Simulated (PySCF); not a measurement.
## Two-component Hartree-Fock for As⁺ (arsenic, charge +1)

Start: [Ar] 3d10 4s2 4p1 4d1; 4p3/2 filled at m_j = +3/2; 4d5/2 filled at m_j = +5/2. Calculated with PySCF 2.14 in x2c-TZVPall-2c with one added diffuse shell each of s, p, d type (7s8p5d1f, 63 functions): generalised Hartree-Fock with the X2C-1e Hamiltonian and a Gaussian nucleus; one run each with spin-orbit coupling (SO) switched off, then screened by Boettger's factors. This is a chosen level, not necessarily the ground level.

```
spinor shell  electrons  ε, spin-free (eV)  ε, screened SO (eV)  weight of nominal j (screened SO)  rms radius, screened SO (bohr)
       1s1/2          2           -11959.3             -11959.1                              1.000                          0.0524
       2s1/2          2            -1586.6              -1586.5                              1.000                           0.219
       2p1/2          2            -1388.0              -1413.1                              1.000                           0.194
       2p3/2          4            -1388.0              -1376.0                              1.000                           0.197
       3s1/2          2            -239.41              -239.45                              1.000                           0.639
       3p1/2          2            -175.60              -179.21                              0.999                           0.660
       3p3/2          4            -175.60              -173.93                              1.000                           0.670
       3d3/2          4            -70.462              -70.941                              0.970                           0.743
       4s1/2          2            -30.223              -30.247                              0.999                            2.00
       4p3/2          1            -21.313              -21.202                              1.000                            2.48
       4d5/2          1             -7.529               -7.536                              1.000                            4.15
```

(1) Where does 3d5/2 lie, and what is the 3d spin-orbit splitting (screened SO)?

```json
{"quantity": "E (hartree)", "spin-free": "-2258.22659", "screened SO": "-2258.31689"}
{"quantity": "M_J", "spin-free": "4", "screened SO": "4"}
{"quantity": "⟨J²⟩", "spin-free": "20.016", "screened SO": "20.016"}
{"quantity": "⟨L²⟩", "spin-free": "12.012", "screened SO": "12.014"}
{"quantity": "⟨S²⟩", "spin-free": "2.004", "screened SO": "2.006"}
```

Each row is a mean over spinors that exchange with the open shell spreads, by up to 2.884 eV (4s1/2).

Without spin-orbit coupling the j labels of p, d and f shells carry no meaning; the spin-free column gives the mean over the occupied spinors of each nl shell.

## Answers

(1) At -70.216 eV, 0.725 eV above 3d3/2.
